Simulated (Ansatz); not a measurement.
A run for Ansatz (a first-principles code): R-CCSD(T)/aug-cc-pVDZ on N2 (SMILES N#N) with ghost functions, monomers drawn apart or pushed together.

Ansatz 0.2 input:
```yaml
crystal:
  periodic: [false, false, false]
  atoms:
    - {symbol: N, position_ang: [-0.47719724, -0.12635414, -0.24760665]}
    - {symbol: N, position_ang: [0.60678946, -0.23257498, -0.30761590]}
basis:
  gaussian:
    orbitals: aug-cc-pVDZ
    ghost_atoms:
      - {symbol: C, position_ang: [-0.68172270, 0.45343373, 3.88421726]}
      - {symbol: C, position_ang: [0.62989584, -0.30962944, 3.72399780]}
      - {symbol: H, position_ang: [-1.17484365, 0.60561224, 2.92222032]}
      - {symbol: H, position_ang: [-0.51664964, 1.43672116, 4.32914778]}
      - {symbol: H, position_ang: [-1.37857118, -0.08689533, 4.52800871]}
      - {symbol: H, position_ang: [0.46625578, -1.29259604, 3.27779186]}
      - {symbol: H, position_ang: [1.11934024, -0.46335208, 4.68770301]}
      - {symbol: H, position_ang: [1.32937313, 0.23003915, 3.08262629]}
magnetization: {spin_polarized: false}
correlation: {method: ccsd_t, electrons: outside_noble_gas}
scf: {lower_state_search: off}
```

The head of its log:

```
WARN ansatz: RAYON_NUM_THREADS=1 ignored (pool sized by the plan → 1); use --threads N
Functional definition: HF
these checks for a lower state are left out or cut short: stability, starts, cluster_reference, orbital_swaps, neighbouring_geometries, increment
integrals: 0.33 GiB planned
1213 factors; integrals over basis functions are off by at most 1.0e-3 eV
mean field: 0.28 GiB planned
mean field evaluation 1: about -2964.6827 eV, gradient 1.0e1 eV
mean field evaluation 2: about -2964.6889 eV, gradient 1.0e1 eV
mean field evaluation 4: about -2964.9938 eV, gradient 3.8e-1 eV
mean field evaluation 8: about -2964.9943 eV, gradient 2.6e-5 eV
mean field -2964.99425055 eV, -108.9615289626 hartree, gradient 6.6e-7 eV, S^2 0.000000; 0 other end points of the search recorded, 0 dependent functions left out
2 core orbitals not correlated
reference -2964.99425055 eV, -108.9615289626 hartree; 5, 5 occupied and 139, 139 virtual orbitals, 1213 factors
```

Task: Give the final energy of this run.

Result: -109.2933 hartree (reference determinant -108.9615, T1 diagnostic 0.013).
